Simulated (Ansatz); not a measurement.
Input file for `[SiH3]/C=C/[SiH3]`:

```yaml
crystal:
  periodic: [false, false, false]
  atoms:
    - {symbol: Si, position_ang: [-0.561041, 2.219271, 0.189559]}
    - {symbol: C, position_ang: [-0.544244, 0.356621, 0.118806]}
    - {symbol: C, position_ang: [0.557312, -0.365858, -0.111852]}
    - {symbol: Si, position_ang: [0.573829, -2.228454, -0.184043]}
    - {symbol: H, position_ang: [-1.044542, 2.689420, 1.516166]}
    - {symbol: H, position_ang: [0.818698, 2.721090, -0.042938]}
    - {symbol: H, position_ang: [-1.473532, 2.774936, -0.846471]}
    - {symbol: H, position_ang: [-1.486061, -0.172351, 0.273894]}
    - {symbol: H, position_ang: [1.499163, 0.163067, -0.266926]}
    - {symbol: H, position_ang: [1.491598, -2.785173, 0.846724]}
    - {symbol: H, position_ang: [-0.804746, -2.730528, 0.054778]}
    - {symbol: H, position_ang: [1.050566, -2.697241, -1.513598]}
basis:
  gaussian: {orbitals: cc-pV(Q+d)Z}
correlation: {method: ccsd_t}
```

```sh
$ ansatz run in.yaml --threads 2 --pin off --events-out ev --progress --plain --max-ram 32768MiB --backend cuda --devices 0, --max-vram 18GiB
```

Output of Ansatz, abridged:

```
Functional definition: HF
2795 factors; integrals over basis functions are off by at most 8.9e-4 eV
mean field evaluation 1: about -17910.0389 eV, gradient 3.0e1 eV
mean field evaluation 2: about -17910.1849 eV, gradient 3.0e1 eV
mean field evaluation 4: about -17913.2855 eV, gradient 3.8e0 eV
mean field evaluation 8: about -17913.3455 eV, gradient 7.5e-2 eV
mean field -17913.34552089 eV, -658.3033057909 hartree, gradient 1.3e-6 eV, S^2 0.000000; 0 other end points of the search recorded, 0 dependent functions left out
12 core orbitals not correlated: weight in the atoms' cores, before any rotation towards them, 1.000 or more for the frozen orbitals, at most 0.000 for the correlated occupied ones
reference -17913.34552089 eV, -658.3033057909 hartree; 12, 12 occupied and 454, 454 virtual orbitals, 2795 factors
second order -16.80650574 eV of doubles, -0.00000000 eV of singles
cycle   1  -17.58903861 eV  change   -7.8e-1 eV  update   9.6e-2
cycle   2  -18.15600892 eV  change   -5.7e-1 eV  update   3.1e-2
cycle   3  -18.23844162 eV  change   -8.2e-2 eV  update   1.3e-2
cycle   4  -18.23138864 eV  change    7.1e-3 eV  update   3.7e-3
cycle   5  -18.23187991 eV  change   -4.9e-4 eV  update   1.3e-3
cycle   6  -18.23191854 eV  change   -3.9e-5 eV  update   3.4e-4
cycle   7  -18.23184214 eV  change    7.6e-5 eV  update   1.1e-4
cycle   8  -18.23187046 eV  change   -2.8e-5 eV  update   3.6e-5
cycle   9  -18.23187881 eV  change   -8.4e-6 eV  update   1.2e-5
perturbative correction -0.77571682 eV, -0.0285070674 hartree
Total energy: -17932.35311652 eV, -659.0018220467 hartree
```

Hardware: 2 threads of an AMD EPYC 7R13 on a shared host and a share of an NVIDIA H100 80 GB. Wall time 18 s, peak host memory 1 GiB.

Correlation energy per correlated electron: -0.792 eV. T1 diagnostic: 0.0122.
